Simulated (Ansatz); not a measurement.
`[NH2][Mo]([F])(=[S])=[S]` + HCl → `[NH2][Mo](=[S])(=[S])[Cl]` + H–F at 500 K and 1 bar (ligand exchange at a Mo–F bond).

Program: Ansatz. Geometries: PBE0-D4/def2-TZVP. ΔE: electronic, gas phase. CBS: MP2 limit from def2 TZ/QZ plus the TZ coupled-cluster correction, frozen cores. This one scheme is used for every species. def2 core potentials past Kr. For Mo outer-core shells are correlated without core-valence functions, which leaves a few kJ/mol of doubt a bond. Each species was taken in one conformer, which may not be the lowest.

| species | CCSD(T)/CBS energy (Eh) | H − E (kJ/mol) | S (J/(mol·K)) |
| --- | --- | --- | --- |
| `[NH2][Mo]([F])(=[S])=[S]` | -1019.53735 | 126.8 | 410.5 |
| HCl | -460.38127 | 32.5 | 201.9 |
| `[NH2][Mo](=[S])(=[S])[Cl]` | -1379.53298 | 125.8 | 423.6 |
| H–F | -100.39570 | 39.4 | 188.7 |

H − E and S are ideal-gas, rigid-rotor, harmonic terms from PBE0-D4/def2-TZVP, for one conformer and one mirror image of each species. 1 Eh = 2625.50 kJ/mol, R = 8.31446 J/(mol·K).

Q: By hand: ΔE, ΔH, ΔS and ΔG.

A: ΔE = (-1379.53298) + (-100.39570) − (-1019.53735) − (-460.38127) = -0.01006 Eh = -26.4 kJ/mol. Δ(H − E) = 125.8 + 39.4 − 126.8 − 32.5 = 5.9, so ΔH = -20.5 kJ/mol. ΔS = 423.6 + 188.7 − 410.5 − 201.9 = -0.1 J/(mol·K). ΔG = -20.5 − 500 × (-0.1)/1000 = -20.4 kJ/mol.

Q: By hand: the equilibrium constant, and the temperature at which ΔG would vanish if ΔH and ΔS stayed fixed.

A: log₁₀ K = −ΔG/(RT ln 10) = 2.1. ΔG = 0 at ΔH/ΔS = 205000 K, far beyond where these terms or the molecules hold.

The number of gas molecules stays the same, so ΔS is small and ΔH decides. A doubt of 5 kJ/mol in ΔE shifts log₁₀ K by 0.5 here. Other conformers and mirror images would add mixing entropy, several J/(mol·K) or more a flexible species. These are equilibria of isolated gas molecules and say nothing of rates. Largest T1 diagnostic: 0.024 (customary marks: 0.02 for closed shells, 0.045 for open ones).
